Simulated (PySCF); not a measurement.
A calculated (M06-2X, PySCF 2.14, 6-31G*, no relativity, point nucleus) atom or ion has these occupied shells.

| shell | electrons | orbital energy (eV) | rms radius, mean of both spins (bohr) |
| --- | --- | --- | --- |
| 1s α | 1 | -10217.7 | 0.0572 |
| 1s β | 1 | -10217.6 | 0.0572 |
| 2s α | 1 | -1289.8 | 0.240 |
| 2s β | 1 | -1289.7 | 0.240 |
| 2p α | 3 | -1147.2 | 0.212 |
| 2p β | 3 | -1147.1 | 0.212 |
| 3s α | 1 | -177.76 | 0.710 |
| 3s β | 1 | -177.44 | 0.710 |
| 3p α | 3 | -130.60 | 0.742 |
| 3p β | 3 | -130.44 | 0.742 |
| 3d α | 5 | -47.371 | 0.894 |
| 3d β | 5 | -47.264 | 0.894 |
| 4s α | 1 | -27.602 | 2.36 |

Question: Name the element and its charge.

Answer: Ga²⁺ (gallium, charge +2), in [Ar] 3d10 4s1, 2S determinant.
